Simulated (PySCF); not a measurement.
# Electric field gradients and quadrupole coupling constants

Compound: C5H14N2Si2.
Cartesian coordinates in Å at the GFN2-xTB level; atoms count from 1:
```xyz
23
C5H14N2Si2 angstrom
C      4.3832   -0.2024    0.3869
C      3.0750   -0.2745    0.5475
C      2.1075    0.7828    0.1071
C      1.3270    0.2215   -1.0498
N      0.2560   -0.4142   -0.9980
Si    -0.7613   -0.9375    0.2808
N     -2.2630   -0.0831    0.1214
C     -3.3832   -0.7289    0.7696
Si    -2.6227    1.2071   -0.9767
H      5.0390   -0.9938    0.7065
H      4.8549    0.6573   -0.0608
H      2.6144   -1.1469    0.9916
H      2.6416    1.6825   -0.1998
H      1.4169    1.0119    0.9198
H      1.7889    0.3609   -2.0297
H     -0.8955   -2.3679   -0.0132
H     -0.3505   -0.7577    1.6864
H     -4.1470    0.0046    1.0280
H     -3.0574   -1.2247    1.6832
H     -3.8406   -1.4833    0.1221
H     -3.6025    2.0575   -0.2879
H     -1.3779    1.9300   -1.2162
H     -3.2073    0.7258   -2.2357
```

Field gradients from the PBE0/pcSseg-1 density (PySCF, non-relativistic), principal values in atomic units, ordered |Vxx| ≤ |Vyy| ≤ |Vzz|:

```tsv
atom	Vxx	Vyy	Vzz
N5	0.1574	0.7820	-0.9395
N7	0.2015	0.6798	-0.8813
```

Problem. Find the asymmetry η = (Vxx − Vyy)/Vzz and the couplings χ = eQV/h (234.96 MHz × Q in barn × V in au), with Q(14N) = 0.02044 b.

Solution. 
| atom | environment | nucleus | η | χzz (MHz) | χxx (MHz) | χyy (MHz) |
| --- | --- | --- | --- | --- | --- | --- |
| N5 | C=N nitrogen | 14N | 0.66 | -4.512 | 0.756 | 3.756 |
| N7 | nitrogen bridging silicon atoms | 14N | 0.54 | -4.232 | 0.968 | 3.265 |

Problem. What is Vzz at N5 in SI units (1 au = 9.71736 × 10²¹ V/m²)?

Solution. -0.9395 au = -9.129 × 10²¹ V/m².

Problem. And the gradient at the other heavy atoms, for which no coupling is worked out here?

Solution. 
| atom | environment | Vzz (au) | η |
| --- | --- | --- | --- |
| C1 | terminal =CH2 carbon | 0.303 | 0.40 |
| C2 | alkene CH carbon | 0.308 | 0.72 |
| C3 | allylic carbon | -0.072 | 0.13 |
| C4 | C=N carbon | 0.488 | 0.21 |
| Si6 | SiH2 silicon | -0.261 | 0.83 |
| C8 | N-methyl carbon | 0.248 | 0.08 |
| Si9 | SiH3 silicon | 0.327 | 0.11 |

Problem. What couplings would deuterons (Q(2H) = 0.00286 b) have in place of the hydrogens, at this geometry?

Solution. 
```json
{"atom": "H10", "bonded to": "C1", "bond length (Å)": "1.076", "Vzz (au)": "0.3381", "η": "0.05", "χzz (kHz)": "227"}
{"atom": "H11", "bonded to": "C1", "bond length (Å)": "1.078", "Vzz (au)": "0.3348", "η": "0.06", "χzz (kHz)": "225"}
{"atom": "H12", "bonded to": "C2", "bond length (Å)": "1.082", "Vzz (au)": "0.3232", "η": "0.07", "χzz (kHz)": "217"}
{"atom": "H13", "bonded to": "C3", "bond length (Å)": "1.090", "Vzz (au)": "0.3044", "η": "0.01", "χzz (kHz)": "205"}
{"atom": "H14", "bonded to": "C3", "bond length (Å)": "1.091", "Vzz (au)": "0.3026", "η": "0.01", "χzz (kHz)": "203"}
{"atom": "H15", "bonded to": "C4", "bond length (Å)": "1.092", "Vzz (au)": "0.2985", "η": "0.02", "χzz (kHz)": "201"}
{"atom": "H16", "bonded to": "Si6", "bond length (Å)": "1.466", "Vzz (au)": "0.1580", "η": "0.03", "χzz (kHz)": "106"}
{"atom": "H17", "bonded to": "Si6", "bond length (Å)": "1.475", "Vzz (au)": "0.1513", "η": "0.05", "χzz (kHz)": "102"}
{"atom": "H18", "bonded to": "C8", "bond length (Å)": "1.090", "Vzz (au)": "0.3040", "η": "0.07", "χzz (kHz)": "204"}
{"atom": "H19", "bonded to": "C8", "bond length (Å)": "1.089", "Vzz (au)": "0.3059", "η": "0.09", "χzz (kHz)": "206"}
{"atom": "H20", "bonded to": "C8", "bond length (Å)": "1.094", "Vzz (au)": "0.2971", "η": "0.04", "χzz (kHz)": "200"}
{"atom": "H21", "bonded to": "Si9", "bond length (Å)": "1.469", "Vzz (au)": "0.1573", "η": "0.05", "χzz (kHz)": "106"}
{"atom": "H22", "bonded to": "Si9", "bond length (Å)": "1.459", "Vzz (au)": "0.1657", "η": "0.05", "χzz (kHz)": "111"}
{"atom": "H23", "bonded to": "Si9", "bond length (Å)": "1.469", "Vzz (au)": "0.1573", "η": "0.03", "χzz (kHz)": "106"}
```

The structure is a single GFN2-xTB conformer in the gas phase; no vibrational or solvent corrections. GFN2-xTB bond lengths can be off by several hundredths of an ångström, more for odd bonds, and the gradients follow them. The small basis limits the accuracy of the gradients.

The run behind these numbers computed NMR shieldings as well. The run took 2.1 min (with the writing of density and orbital grids) on one thread, Arm Neoverse N1 (aarch64), no GPU, shared host with 64 logical CPUs at a one-minute load of 58, and the process peaked at 1.1 GiB of memory.
